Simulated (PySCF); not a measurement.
Species: C5H8O2.
Atom-mapped SMILES: `[OH:1][CH2:2][CH:3]=[C:4]=[CH:5][CH2:6][OH:7]` (hydrogens: H8 on O1; H9, H10 on C2; H11 on C3; H12 on C5; H13, H14 on C6; H15 on O7)

Geometry (GFN2-xTB, Å), atoms numbered from 1 in this order:
```xyz
15
C5H8O2 angstrom
O      0.9262    0.2142   -2.0910
C      1.7386    0.9348   -1.2002
C      1.1389    1.0937    0.1763
C     -0.0617    0.6917    0.4580
C     -1.2373    0.1773    0.6521
C     -1.4213   -1.2826    1.0000
O     -1.6702   -2.0504   -0.1583
H      0.0499    0.6175   -2.0995
H      2.6734    0.3701   -1.1260
H      1.9763    1.9323   -1.6064
H      1.7673    1.5811    0.9074
H     -2.1376    0.7575    0.5049
H     -0.5311   -1.6557    1.5249
H     -2.2973   -1.4179    1.6379
H     -0.9183   -1.9557   -0.7561
```

Method: TDDFT PBE0/def2-SVPD, vertical, gas phase, core orbitals frozen in the response (PySCF 2.14.0, density-fitted response routines).

Frontier orbitals with the atoms that hold most of them (Löwdin shares over 4%, at most four atoms; ? is withheld):

```tsv
orbital	ε (eV)	atoms
HOMO-3	-8.55	O1 55%, C3 10%, O7 8%, C2 8%
HOMO-2	-8.38	O7 40%, C6 11%, C4 10%, C5 10%
HOMO-1	-7.79	?
HOMO	?	?
LUMO	-0.17	C5 26%, C4 26%, C3 11%, H11 7%
LUMO+1	0.15	C3 26%, C4 25%, C5 12%, H12 7%
LUMO+2	0.45	O1 16%, C4 13%, H8 12%, C2 12%
```

Problem. Which atoms hold the HOMO-1, and with what shares?

Solution. C5 (bonded to 2 C and H) 28%; C4 (bonded to 2 C) 28%; O7 (bonded to C and H) 12%; C3 (bonded to 2 C and H) 9%. By element: carbon 65% or more, oxygen 12% or more.

Problem. Give the leading atoms of the HOMO.

Solution. C3 (bonded to 2 C and H) 25%; C4 (bonded to 2 C) 22%; O7 (bonded to C and H) 16%; C5 (bonded to 2 C and H) 9%. By element: carbon 56% or more, oxygen 16% or more.

Problem. What is the HOMO energy, and the HOMO–LUMO gap?

Solution. ε(HOMO) = -7.50 eV; the gap is 7.33 eV (0.2692 hartree).

Problem. The HOMO–LUMO gap is 7.33 eV. Where does the response calculation put the lowest singlet, and from which orbitals?

Solution. S1 is at 5.63 eV (f = 0.0001), 1.70 eV below the gap, made of HOMO→LUMO (89%). Without the coupling terms of the response equations the lowest excitation would equal the gap.

Problem. One configuration dominates each of S1 and S2. Which, and how do the shares of the two leading atoms of either orbital change from the occupied to the empty one?

Solution. 
- S1 (5.63 eV, f 0.0001), HOMO→LUMO (89%): C3 25% → 11%, C4 22% → 26%, C5 9% → 26%
- S2 (6.22 eV, f 0.0007), HOMO-1→LUMO+1 (80%): C5 28% → 12%, C4 28% → 25%, C3 9% → 26%

Löwdin shares depend on the basis, the more so with diffuse functions.

One conformer stands for the species.
